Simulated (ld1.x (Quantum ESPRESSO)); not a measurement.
**vanadium (V): one change to a TM potential, before and after**

```json
{"Element": "V", "Generator": "ld1.x (Quantum ESPRESSO) 7.5", "Type": "norm-conserving Troullier–Martins (Kleinman–Bylander form)", "Functional": "PBE", "Relativity": "scalar-relativistic", "Frozen core": "[Ne]", "Valence charge": "13", "Reference configuration": "3s2 3p6 3d3 4s1 4p0 (charge +1)", "Partial waves": "3s (bound): rc 1.00 bohr; 3d (bound): rc 1.80 bohr; 3p (bound): rc 1.25 bohr", "Local potential": "the p channel", "Core correction": "none"}
```

Occupied shells without a wave of their own: 4s. They enter only through the test configuration that unscreens the potential.

All-electron outer shells of the reference configuration (PBE, scalar-relativistic, ld1.x):

```tsv
shell	level (eV)	outermost node (bohr)	outermost maximum (bohr)
2p	-510.70	–	0.21
3s	-77.83	0.38	0.82
3p	-51.65	0.35	0.84
3d	-12.63	–	0.90
4s	-10.90	1.17	2.59
4p	-6.83	1.29	3.20
```

Change: wave 3s (bound): rc 1.00 bohr becomes 3s (bound): rc 1.36 bohr.

Cutoffs: the cutoffs (Ry, on a coarse ladder) from which the occupation-weighted sum of valence levels, in a spherical-Bessel basis at the reference potential, stays within 10 and 1 mRy of its value at 400 Ry; they do not see the model core or the augmentation charge, which bear on the density cutoff. Errors are all-electron minus pseudo energies relative to the spin-unpolarised reference configuration.

Q: What does the change do?

A: The potential gets softer (140 Ry and 230 Ry → 80 Ry and 100 Ry); the miss of the reference levels goes from 0.08 to 0.27 eV; of the 7 tests that both files solve, the error grows in 7 and shrinks in 0 by more than 15 % and 0.3 meV (median size 51.3 → 201.7 meV); neither file shows a bound ghost. A larger radius leaves more room for a smooth pseudo-wave, so fewer plane waves are needed. More of the atom is replaced by a form fitted at one configuration, so other configurations suffer.

| quantity | base | changed |
| --- | --- | --- |
| cutoff, loose | 140 Ry | 80 Ry |
| cutoff, tight | 230 Ry | 100 Ry |
| loose cutoff by channel (10 mRy a level) | s 110 Ry, d 60 Ry, p 40 Ry | s 40 Ry, d 60 Ry, p 40 Ry |
| bound ghosts | none | none |
| largest miss of a reference level, eV | 0.08 | 0.27 |
| error for 3s2 3p6 3d3 4s2 4p0, meV [ΔE -7.73 eV] | +66 | +202 |
| error for 3s2 3p6 3d3 4s0 4p0, meV [ΔE 14.30 eV] | -112 | -350 |
| error for 3s2 3p6 3d2 4s0 4p0, meV [ΔE 43.19 eV] | -136 | -514 |
| error for 3s2 3p5 3d3 4s2 4p0, meV [ΔE 43.21 eV] | +51 | +355 |
| error for 3s2 3p6 3d3 4s1.5 4p0, meV [ΔE -4.64 eV] | +38 | +116 |
| error for 3s2 3p6 3d4 4s0 4p0, meV [ΔE -0.54 eV] | -50 | -183 |
| error for 3s2 3p6 3d4 4s1 4p0, meV [ΔE -7.15 eV] | +4.9 | +9.8 |
| s: phases at 1.96 bohr within 0.05 rad from the reference energy up to (Ry; the scan ends near 5) | 0.0 | -0.8 |
| p: phases at 1.96 bohr within 0.05 rad from the reference energy up to (Ry; the scan ends near 5) | 1.3 | 1.3 |
| d: phases at 1.96 bohr within 0.05 rad from the reference energy up to (Ry; the scan ends near 5) | 2.0 | 2.0 |

Changed file: The 4s level has no wave, so the channel is fitted at the deeper level alone: the likely source of the large errors.
